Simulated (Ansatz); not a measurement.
AlH$_{7}$OSiSn, SMILES `[OH][Al]([SiH3])[SnH3]`. Charge 0, multiplicity 1. Correlated methods include outer-core shells of Sn, which these sets cover unevenly. Sn: def2 effective core potential.

Cartesian coordinates in Å:
```
O 0.0595 0.3106 2.3077
Al -0.0109 0.0369 0.6320
Si -1.0657 -2.0067 -0.2464
Sn 1.0951 1.9750 -0.8061
H -0.2908 -0.2960 2.9590
H -1.5456 -2.9200 0.8310
H -0.1069 -2.7715 -1.0955
H -2.2368 -1.6663 -1.1058
H 0.4315 3.5110 -0.4492
H 0.8893 1.7333 -2.4890
H 2.7812 2.0937 -0.5376
```

Task: Give the diagnostics of a CCSD(T)/def2-TZVPP run (frozen core, Ansatz 0.2.0). (Best estimate.)

Result: The calculation gave: T1 = 0.0145, largest single amplitude 0.032, largest double 0.022, (T) share of the correlation energy 3.1 %, 10 CCSD cycles. The RHF solution is stable towards an unrestricted one. T1 lies under the customary mark of 0.02 for closed shells.
